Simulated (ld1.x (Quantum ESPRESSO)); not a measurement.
# Cutoff test, As (Z = 33), ultrasoft

```json
{"Element": "arsenic (As)", "Generator": "ld1.x (Quantum ESPRESSO) 7.5", "Type": "ultrasoft", "Functional": "revPBE", "Relativity": "fully relativistic", "Frozen core": "[Ar] 3d10", "Valence charge": "5", "Reference configuration": "4s2 4p3", "Partial waves": "4s (bound): rcut 1.55, rcutus 1.95 bohr; 4s channel at 1.85 Ry: rcut 1.55, rcutus 1.95 bohr; 4p (bound): rcut 1.35, rcutus 1.75 bohr; 4p channel at 0.25 Ry: rcut 1.35, rcutus 1.75 bohr", "Local potential": "all-electron potential smoothed inside 1.65 bohr (lloc = -1)", "Core correction": "Bessel-smoothed model core inside 1.25 bohr", "Augmentation charge": "PSQ, radius 1.25 bohr"}
```

Open shells are filled in proportion to 2j + 1 (rel_dist='average').

The pseudo-atom Hamiltonian at the reference potential is diagonalised in spherical Bessel functions j_l(qr) that vanish at 20 bohr, with q² up to the cutoff. All-electron valence levels (Ry): 4s -1.0605, 4p1/2 -0.3922, 4p3/2 -0.3724.

Task: How do the lowest levels (Ry) of each channel move with the cutoff, and are there ghosts?

Result:

| cutoff (Ry) | s #1 | s #2 | p1/2 #1 | p1/2 #2 | p3/2 #1 | p3/2 #2 | d #1 | d #2 | f #1 | Σ f·Δε (mRy) |
| --- | --- | --- | --- | --- | --- | --- | --- | --- | --- | --- |
| 8 | -1.0603 | -0.0387 | -0.3910 | 0.0198 | -0.3717 | 0.0207 | 0.0550 | 0.1319 | 0.1101 | 3.1 |
| 10 | -1.0603 | -0.0387 | -0.3920 | 0.0197 | -0.3722 | 0.0207 | 0.0548 | 0.1310 | 0.1101 | 1.0 |
| 12 | -1.0603 | -0.0387 | -0.3921 | 0.0197 | -0.3722 | 0.0207 | 0.0546 | 0.1304 | 0.1101 | 0.8 |
| 15 | -1.0604 | -0.0388 | -0.3922 | 0.0197 | -0.3723 | 0.0207 | 0.0546 | 0.1300 | 0.1101 | 0.6 |
| 18 | -1.0604 | -0.0388 | -0.3922 | 0.0197 | -0.3723 | 0.0207 | 0.0545 | 0.1297 | 0.1101 | 0.5 |
| 400 | -1.0605 | -0.0388 | -0.3923 | 0.0197 | -0.3724 | 0.0207 | 0.0544 | 0.1295 | 0.1101 | 0.0 |

Result: no extra level below or beside the all-electron valence levels (s, p1/2, p3/2, d, f tested); 10 mRy is reached at 8 Ry and 1 mRy at 12 Ry.
